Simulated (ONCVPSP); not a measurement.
u(r) = r·R(r): atom against pseudo-atom (ruthenium (Ru))

Columns: radius, all-electron u(r) and pseudo u(r) of the 4d shell (level -37.35 eV) of ruthenium in the configuration [Ar] 3d10 4s2 4p6 4d5; PBE, scalar-relativistic, ONCV scheme, ONCVPSP 4.0.1.

```csv
r (bohr),all-electron,pseudo
0.075,-0.1066,0.0012
0.150,-0.3256,0.0092
0.225,-0.4379,0.0304
0.300,-0.4049,0.0694
0.375,-0.2699,0.1288
0.450,-0.0842,0.2079
0.525,0.1141,0.3031
0.600,0.3017,0.4084
0.675,0.4663,0.5171
0.750,0.6029,0.6223
0.825,0.7105,0.7185
0.900,0.7904,0.8006
0.975,0.8453,0.8644
1.050,0.8787,0.9065
1.125,0.8943,0.9253
1.200,0.8953,0.9223
1.275,0.8849,0.9025
1.350,0.8657,0.8731
1.425,0.8398,0.8410
1.500,0.8091,0.8090
1.575,0.7749,0.7749
1.650,0.7386,0.7385
1.725,0.7009,0.7008
1.800,0.6627,0.6627
1.875,0.6246,0.6245
1.950,0.5870,0.5870
```

**Question.** How many radial nodes do the two functions have?

**Answer.** The all-electron 4d function has n − l − 1 = 1; the pseudo-wave has 0, since the states of the same l below it are removed with the core.

**Question.** At about which radius was the pseudo-wave matched?

**Answer.** 1.50 bohr, where the columns begin to agree (steps of 0.07 bohr).

**Question.** Where does each function peak?

**Answer.** Outermost all-electron maximum near 1.20 bohr, pseudo maximum near 1.12 bohr (to the table’s step).

**Question.** Is the pseudo-wave norm-conserving?

**Answer.** Yes: the ONCV scheme keeps the norm inside the radius equal to the all-electron one, which fixes the energy derivative of the logarithmic derivative at the level.
